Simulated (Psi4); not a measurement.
A run for Psi4: SAPT0/aug-cc-pVDZ on CH10GeSi (a complex).

```
memory 2025 MB

molecule dimer {
0 1
Si    0.66080176    1.33791132    0.64120448
Ge   -0.36327853   -0.80312333    0.37042253
H     0.10281531    2.03573018    1.82168199
H     0.41364779    2.16509865   -0.56402167
H     2.12381500    1.18202262    0.82137389
H     0.11555655   -1.79325123    1.44607971
H    -0.01901249   -1.39424524   -1.00953434
H    -1.89585503   -0.69020458    0.47132665
--
0 1
C     0.06235570    0.04413691    4.35265763
H     0.01567030   -0.49466492    5.29805578
H     0.17687739    1.10986431    4.54446124
H     0.91230249   -0.31489472    3.77409874
H    -0.85601577   -0.12684271    3.79270451
units angstrom
symmetry c1
no_reorient
no_com
}

set {
  basis aug-cc-pVDZ
  scf_type df
  freeze_core true
}

energy('sapt0')
```

Program output:

```
[...]
==> Input File <==

--------------------------------------------------------------------------
memory 2025 MB

molecule dimer {
0 1
Si    0.66080176    1.33791132    0.64120448
Ge   -0.36327853   -0.80312333    0.37042253
H     0.10281531    2.03573018    1.82168199
H     0.41364779    2.16509865   -0.56402167
H     2.12381500    1.18202262    0.82137389
H     0.11555655   -1.79325123    1.44607971
H    -0.01901249   -1.39424524   -1.00953434
H    -1.89585503   -0.69020458    0.47132665
--
0 1
C     0.06235570    0.04413691    4.35265763
H     0.01567030   -0.49466492    5.29805578
H     0.17687739    1.10986431    4.54446124
H     0.91230249   -0.31489472    3.77409874
H    -0.85601577   -0.12684271    3.79270451
units angstrom
symmetry c1
no_reorient
no_com
}

set {
  basis aug-cc-pVDZ
  scf_type df
  freeze_core true
}

energy('sapt0')
--------------------------------------------------------------------------


   => Loading Basis Set <=

    Name: AUG-CC-PVDZ
    Role: ORBITAL
    Keyword: BASIS
    atoms 1          entry SI         line   570 file aug-cc-pvdz.gbs
    atoms 2          entry GE         line  2999 file aug-cc-pvdz.gbs
    atoms 3-8, 10-13 entry H          line    40 file aug-cc-pvdz.gbs
    atoms 9          entry C          line   182 file aug-cc-pvdz.gbs

   => Loading Basis Set <=

    Name: AUG-CC-PVDZ
    Role: ORBITAL
    Keyword: BASIS
    atoms 1          entry SI         line   570 file aug-cc-pvdz.gbs
    atoms 2          entry GE         line  2999 file aug-cc-pvdz.gbs
    atoms 3-8, 10-13 entry H          line    40 file aug-cc-pvdz.gbs
    atoms 9          entry C          line   182 file aug-cc-pvdz.gbs


  //>>>>>>>>>>>>>>>>>>>>>>>>>>>>>>>>>>>//
  //              Dimer HF             //
  //<<<<<<<<<<<<<<<<<<<<<<<<<<<<<<<<<<<//

   => Libint2 <=

    Primary   basis highest AM E, G, H:  7, 6, 3
    Auxiliary basis highest AM E, G, H:  7, 7, 4
    Onebody   basis highest AM E, G, H:  -, -, -
    Solid Harmonics ordering:            Gaussian


   => Loading Basis Set <=

    Name: AUG-CC-PVDZ
    Role: ORBITAL
    Keyword: BASIS
    atoms 1          entry SI         line   570 file aug-cc-pvdz.gbs
    atoms 2          entry GE         line  2999 file aug-cc-pvdz.gbs
    atoms 3-8, 10-13 entry H          line    40 file aug-cc-pvdz.gbs
    atoms 9          entry C          line   182 file aug-cc-pvdz.gbs


         ---------------------------------------------------------
                                   SCF
               by Justin Turney, Rob Parrish, Andy Simmonett
                          and Daniel G. A. Smith
                              RHF Reference
                        1 Threads,   1931 MiB Core
         ---------------------------------------------------------

  ==> Geometry <==

    Molecular point group: c1
    Full point group: C1

    Geometry (in Angstrom), charge = 0, multiplicity = 1:

       Center              X                  Y                   Z               Mass
    ------------   -----------------  -----------------  -----------------  -----------------
         SI           0.660801760000     1.337911320000     0.641204480000    27.976926534650
         GE          -0.363278530000    -0.803123330000     0.370422530000    73.921177761000
         H            0.102815310000     2.035730180000     1.821681990000     1.007825032230
         H            0.413647790000     2.165098650000    -0.564021670000     1.007825032230
         H            2.123815000000     1.182022620000     0.821373890000     1.007825032230
         H            0.115556550000    -1.793251230000     1.446079710000     1.007825032230
         H           -0.019012490000    -1.394245240000    -1.009534340000     1.007825032230
         H           -1.895855030000    -0.690204580000     0.471326650000     1.007825032230
         C            0.062355700000     0.044136910000     4.352657630000    12.000000000000
         H            0.015670300000    -0.494664920000     5.298055780000     1.007825032230
         H            0.176877390000     1.109864310000     4.544461240000     1.007825032230
         H            0.912302490000    -0.314894720000     3.774098740000     1.007825032230
         H           -0.856015770000    -0.126842710000     3.792704510000     1.007825032230

  Running in c1 symmetry.

  Rotational constants: A =      0.11478  B =      0.04917  C =      0.03554 [cm^-1]
  Rotational constants: A =   3440.96204  B =   1474.15794  C =   1065.42970 [MHz]
  Nuclear repulsion =  253.241885560140389

  Charge       = 0
  Multiplicity = 1
  Electrons    = 62
  Nalpha       = 31
  Nbeta        = 31

  ==> Algorithm <==

  SCF Algorithm Type is DF.
  DIIS enabled.
  MOM disabled.
  Fractional occupation disabled.
  Guess Type is SAD.
  Energy threshold   = 1.00e-08
  Density threshold  = 1.00e-08
  Integral threshold = 1.00e-12

  ==> Primary Basis <==

  Basis Set: AUG-CC-PVDZ
    Blend: AUG-CC-PVDZ
    Number of shells: 84
    Number of basis functions
[...]
03.631679   173A    109.207505
     174A    109.422420   175A    109.442930   176A    580.977202

    Final Occupation by Irrep:
              A
    DOCC [     5 ]
    NA   [     5 ]
    NB   [     5 ]

  @DF-RHF Final Energy:   -40.19981727838714

   => Energetics <=

    Nuclear Repulsion Energy =             13.4470324925031885
    One-Electron Energy =                 -79.7126499497349528
    Two-Electron Energy =                  26.0658001788446221
    Total Energy =                        -40.1998172783871439

Computation Completed


Properties will be evaluated at   0.000000,   0.000000,   0.000000 [a0]

Properties computed using the SCF density matrix


 Multipole Moments:

 ------------------------------------------------------------------------------------
     Multipole            Electronic (a.u.)      Nuclear  (a.u.)        Total (a.u.)
 ------------------------------------------------------------------------------------

 L = 1.  Multiply by 2.5417464519 to convert [e a0] to [Debye]
 Dipole X            :         -1.1772441            1.1772401           -0.0000041
 Dipole Y            :         -0.8283401            0.8282356           -0.0001045
 Dipole Z            :        -82.2512358           82.2508324           -0.0004034
 Magnitude           :                                                    0.0004167

 ------------------------------------------------------------------------------------

  Constructing Basis Sets for SAPT...

   => Loading Basis Set <=

    Name: (AUG-CC-PVDZ AUX)
    Role: RIFIT
    Keyword: DF_BASIS_SAPT
    atoms 1          entry SI         line   400 file aug-cc-pvdz-ri.gbs
    atoms 2          entry GE         line   760 file aug-cc-pvdz-ri.gbs
    atoms 3-8, 10-13 entry H          line    30 file aug-cc-pvdz-ri.gbs
    atoms 9          entry C          line   112 file aug-cc-pvdz-ri.gbs

   => Loading Basis Set <=

    Name: (AUG-CC-PVDZ AUX)
    Role: JKFIT
    Keyword: DF_BASIS_ELST
    atoms 1          entry SI         line   526 file aug-cc-pvdz-jkfit.gbs
    atoms 2          entry GE         line  1047 file aug-cc-pvdz-jkfit.gbs
    atoms 3-8, 10-13 entry H          line    70 file aug-cc-pvdz-jkfit.gbs
    atoms 9          entry C          line   154 file aug-cc-pvdz-jkfit.gbs


  //>>>>>>>>>>>>>>>>>>>>>>>>>>>>>>>>>>>//
  //               SAPT0               //
  //<<<<<<<<<<<<<<<<<<<<<<<<<<<<<<<<<<<//



        SAPT0
    Ed Hohenstein
     6 June 2009

      Orbital Information
  --------------------------
    NSO        =       176
    NMO        =       176
    NRI        =       524
    NRI (Elst) =       728
    NOCC A     =        26
    NOCC B     =         5
    FOCC A     =        14
    FOCC B     =         1
    NVIR A     =       150
    NVIR B     =       171

    Elst10,r            =    -0.000874719876 [Eh]
    Exch10              =     0.002711050290 [Eh]
    Exch10 (S^2)        =     0.002707106859 [Eh]

    Maxiter = 50
    CPHF R converge = 1.000000E-08

    Iter     Energy [mEh]          dE [mEh]         Residual      Time [s]
       1      -0.20265757       0.202657569     1.656248e-03             0
       2      -0.24389476       0.041237187     1.781040e-04             0
       3      -0.24306459      -0.000830167     3.976907e-05             0
       4      -0.24298815      -0.000076441     1.079787e-05             0
       5      -0.24302706       0.000038915     2.910145e-06             0
       6      -0.24302579      -0.000001271     7.821607e-07             0
       7      -0.24302370      -0.000002094     1.631896e-07             0
       8      -0.24302408       0.000000385     2.989419e-08             1
       9      -0.24302407      -0.000000009     6.783243e-09             1

    CHF Iterations converged

    Maxiter = 50
    CPHF R converge = 1.000000E-08

    Iter     Energy [mEh]          dE [mEh]         Residual      Time [s]
       1      -0.24871351       0.248713514     1.950099e-03             0
       2      -0.29907627       0.050362758     3.246904e-04             0
       3      -0.29871339      -0.000362882     9.107550e-05             0
       4      -0.29826720      -0.000446188     2.080854e-05             0
       5      -0.29828309       0.000015887     3.852743e-06             0
       6      -0.29830299       0.000019905     5.498644e-07             1
       7      -0.29829996      -0.000003033     9.154066e-08             1
       8      -0.29830031       0.000000351     1.147142e-08             1
       9      -0.29830028      -0.000000030     1.414574e-09             1

    CHF Iterations converged

    Ind20,r (A<-B)      =    -0.000243024073 [Eh]
    Ind20,r (B<-A)      =    -0.000298300283 [Eh]
    Ind20,r             =    -0.000541324356 [Eh]
    Exch-Ind20,r (A<-B) =     0.000234223301 [Eh]
    Exch-Ind20,r (B<-A) =     0.000232550349 [Eh]
    Exch-Ind20,r        =     0.000466773650 [Eh]
    Disp20              =    -0.003304617392 [Eh]
    Disp20 (SS)         =    -0.001652308696 [Eh]
    Disp20 (OS)         =    -0.001652308696 [Eh]
    Exch-Disp20         =     0.000260195396 [Eh]
    Exch-Disp20 (SS)    =     0.000175094574 [Eh]
    Exch-Disp20 (OS)    =     0.000085100821 [Eh]

    SAPT Results
  --------------------------------------------------------------------------------------------------------
    Electrostatics                 -0.87471988 [mEh]      -0.54889501 [kcal/mol]      -2.29657672 [kJ/mol]
      Elst10,r                     -0.87471988 [mEh]      -0.54889501 [kcal/mol]      -2.29657672 [kJ/mol]

    Exchange                        2.71105029 [mEh]       1.70120974 [kcal/mol]       7.11786156 [kJ/mol]
      Exch10                        2.71105029 [mEh]       1.70120974 [kcal/mol]       7.11786156 [kJ/mol]
      Exch10(S^2)                   2.70710686 [mEh]       1.69873520 [kcal/mol]       7.10750808 [kJ/mol]

    Induction                      -0.24101337 [mEh]      -0.15123817 [kcal/mol]      -0.63278051 [kJ/mol]
      Ind20,r                      -0.54132436 [mEh]      -0.33968616 [kcal/mol]      -1.42124690 [kJ/mol]
      Exch-Ind20,r                  0.46677365 [mEh]       0.29290489 [kcal/mol]       1.22551405 [kJ/mol]
      delta HF,r (2)               -0.16646266 [mEh]      -0.10445690 [kcal/mol]      -0.43704766 [kJ/mol]

    Dispersion                     -3.04442200 [mEh]      -1.91040365 [kcal/mol]      -7.99312885 [kJ/mol]
      Disp20                       -3.30461739 [mEh]      -2.07367872 [kcal/mol]      -8.67627177 [kJ/mol]
      Exch-Disp20                   0.26019540 [mEh]       0.16327508 [kcal/mol]       0.68314292 [kJ/mol]
      Disp20 (SS)                  -1.65230870 [mEh]      -1.03683936 [kcal/mol]      -4.33813588 [kJ/mol]
      Disp20 (OS)                  -1.65230870 [mEh]      -1.03683936 [kcal/mol]      -4.33813588 [kJ/mol]
      Exch-Disp20 (SS)              0.17509457 [mEh]       0.10987350 [kcal/mol]       0.45971074 [kJ/mol]
      Exch-Disp20 (OS)              0.08510082 [mEh]       0.05340157 [kcal/mol]       0.22343218 [kJ/mol]

  Total HF                          1.59531705 [mEh]       1.00107656 [kcal/mol]       4.18850433 [kJ/mol]
  Total SAPT0                      -1.44910495 [mEh]      -0.90932708 [kcal/mol]      -3.80462452 [kJ/mol]

  Special recipe for scaled SAPT0 (see Manual):
    Electrostatics sSAPT0          -0.87471988 [mEh]      -0.54889501 [kcal/mol]      -2.29657672 [kJ/mol]
    Exchange sSAPT0                 2.71105029 [mEh]       1.70120974 [kcal/mol]       7.11786156 [kJ/mol]
    Induction sSAPT0               -0.23897055 [mEh]      -0.14995629 [kcal/mol]      -0.62741710 [kJ/mol]
    Dispersion sSAPT0              -3.04328326 [mEh]      -1.90968908 [kcal/mol]      -7.99013911 [kJ/mol]
  Total sSAPT0                     -1.44592340 [mEh]      -0.90733063 [kcal/mol]      -3.79627137 [kJ/mol]
  --------------------------------------------------------------------------------------------------------



*** Psi4 exiting successfully. Buy a developer a beer!
```

The run finished.

Cost: very roughly 50 core-seconds.
